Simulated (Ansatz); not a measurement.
Reaction (ligand exchange at a P–O bond): `[AlH2][O]P` + `C[SiH2]O` → `C[SiH2]OP` + `[OH][AlH2]`

Calculated with Ansatz (gas phase, PBE0-D4/def2-TZVP geometries, no zero-point term in ΔE). CBS: MP2 limit from def2 TZ/QZ plus the TZ coupled-cluster correction, frozen cores. This one scheme is used for every species. Functionals use def2-TZVPP. Each species was taken in one conformer, which may not be the lowest.

`[AlH2][O]P`:

Z-matrix (Å, degrees):
```
Al
O 1 1.689
H 1 1.576 2 116.4
H 1 1.580 2 118.3 3 180.0
P 2 1.623 1 150.2 3 -170.1
H 5 1.432 2 101.1 1 -39.5
H 5 1.428 2 99.3 1 -132.5
```

`C[SiH2]O`:

Z-matrix (Å, degrees):
```
C
Si 1 1.863
H 1 1.093 2 111.0
H 1 1.094 2 110.2 3 119.8
H 1 1.093 2 111.5 3 -120.7
O 2 1.652 1 112.6 3 57.7
H 2 1.492 1 108.9 3 -179.5
H 2 1.483 1 110.6 3 -59.4
H 6 0.957 2 117.7 1 68.6
```

`C[SiH2]OP`:

```xyz
11

C     0.062   -1.718    0.034
Si   -0.129   -0.170   -0.976
O     0.397    1.160   -0.140
P    -0.343    1.865    1.147
H    -0.546   -1.669    0.941
H     1.104   -1.871    0.325
H    -0.262   -2.589   -0.542
H    -1.556    0.021   -1.354
H     0.707   -0.219   -2.201
H     0.782    1.965    2.016
H    -0.215    3.227    0.749
```

`[OH][AlH2]`:

Z-matrix (Å, degrees):
```
Al
O 1 1.696
H 1 1.585 2 119.7
H 1 1.577 2 116.0 3 -180.0
H 2 0.956 1 123.4 3 -0.0
```

| level | ΔE (kJ/mol) |
| --- | --- |
| r2SCAN-D4 | 0.6 |
| r2SCAN | 1.4 |

(1) What does CCSD(T)/CBS give? (An estimate is asked.)

Largest T1 diagnostic among the species: 0.014.

Answers

(1) The calculation gave: -0.5 kJ/mol. The listed levels differ from it by 1.1, 1.9 kJ/mol.

The D4 term adds −3.4 kJ/mol with B3LYP and −2.1 kJ/mol with PBE0; it sums over pairs of atoms, weighted by their polarisabilities, and B3LYP, whose exchange is more repulsive, gets the larger term. In def2-TZVPP, CCSD(T) changes the Hartree–Fock value by −7.8 kJ/mol (the triples alone add −1.4 kJ/mol) and MP2 by −8.8 kJ/mol.

B3LYP here is the variant with VWN-RPA as its local correlation; programs differ in this.
